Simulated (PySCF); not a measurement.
Compound: C2H6OSi.
Cartesian coordinates in Å at the GFN2-xTB level; atoms count from 1:
```xyz
10
C2H6OSi angstrom
C      1.4279   -0.3029    0.0276
Si    -0.1503    0.7374    0.0169
C     -1.6759   -0.4294   -0.0619
O     -1.6171   -1.6317   -0.1049
H      2.3158    0.3218    0.0734
H      1.4985   -0.9161   -0.8675
H      1.4488   -0.9741    0.8827
H     -0.3138    1.5328    1.2386
H     -0.2481    1.6078   -1.1596
H     -2.6770    0.0592   -0.0677
```

Level of theory: B3LYP/def2-SVPD in PySCF (dipole) on a GFN2-xTB geometry, gas phase.

Take the most abundant isotopes and a rigid rotor. The values belong to one conformer with, in the numbering `[CH3:1][SiH2:2][CH:3]=[O:4]`, C1–Si2–C3–O4 0°.

(1) What are A, B and C (GHz)?

(2) What kind of rotor is it?

(3) Is it planar, by Δ = Ic − Ia − Ib?

(4) Give the other two planar moments, Paa and Pbb, and the rms extents of the mass along the axes.

(5) Which types of transition are allowed, and where do some lines up to J = 4 fall?

(6) Estimate the classical rotational partition function at 25 K, 50 K and 100 K.

Answers

(1) Ia = 50.46, Ib = 129.31, Ic = 170.86 u·Å²; 505379 MHz·u·Å²/I gives 10016, 3908 and 2958 MHz, that is A = 10.016, B = 3.9083, C = 2.9578 GHz.

(2) An asymmetric top. Ray's parameter κ = (2B − A − C)/(A − C) = -0.731; −1 is the prolate and +1 the oblate limit.

(3) Not planar: Δ = Ic − Ia − Ib = -8.90 u·Å². For a rigid frame Δ = −2 Σ m c², so Σ m c² = 4.45 u·Å² lies off the ab plane, practically all of it from hydrogen. The atom farthest from that plane is 1.20 Å away.

(4) Paa = Σ m a² = (Ib + Ic − Ia)/2 = 124.86 and Pbb = Σ m b² = (Ia + Ic − Ib)/2 = 46.01 u·Å². With the mass M = 74.02 u, the rms extents √(P/M) along a, b and c are 1.30, 0.79, 0.25 Å.

(5) The dipole components are |μa| = 1.81 D, |μb| = 1.30 D, |μc| = 0.00 D; the mirror of this Cs structure is the ab plane, so μc vanishes by symmetry (the 0.01 D computed is a residue) and there are no c-type lines. The squared components, which scale the intensities, stand as 1.00 : 0.51 (a : b). Some lines, for components of 0.1 D or more:

| type | branch | J(Ka,Kc) | MHz | lower level (cm⁻¹) |
| --- | --- | --- | --- | --- |
| a | Q | 1(1,0) ← 1(1,1) | 951 | 0.433 |
| b | Q | 3(1,2) ← 3(0,3) | 9872 | 1.357 |
| a | R | 2(1,1) ← 1(1,0) | 14683 | 0.464 |
| b | R | 2(1,2) ← 1(0,1) | 18889 | 0.229 |
| a | R | 3(2,2) ← 2(2,1) | 20598 | 1.565 |
| a | R | 3(1,2) ← 2(1,1) | 21956 | 0.954 |
| a | R | 4(2,3) ← 3(2,2) | 27385 | 2.253 |
| a | R | 4(3,1) ← 3(3,0) | 27692 | 3.353 |
| a | R | 4(2,2) ← 3(2,1) | 28345 | 2.269 |
| b | Q | 3(3,1) ← 3(2,2) | 32976 | 2.253 |
| b | Q | 4(4,0) ← 4(3,1) | 45867 | 4.276 |
| b | Q | 4(4,1) ← 4(3,2) | 45915 | 4.275 |
| b | R | 3(3,0) ← 2(2,1) | 53582 | 1.565 |

(6) Point group Cs, symmetry number σ = 1; q = (√π/σ)·√((kT/h)³/(ABC)), k/h = 20836.6 MHz/K: 1960 at 25 K, 5540 at 50 K, 15700 at 100 K.

GFN2-xTB frequencies: not computed here. These are rigid-rotor constants of the computed structure; measured ground-state constants (B0) also hold zero-point vibration. A rigid rotor knows nothing of internal rotation, which can split or shift real lines.
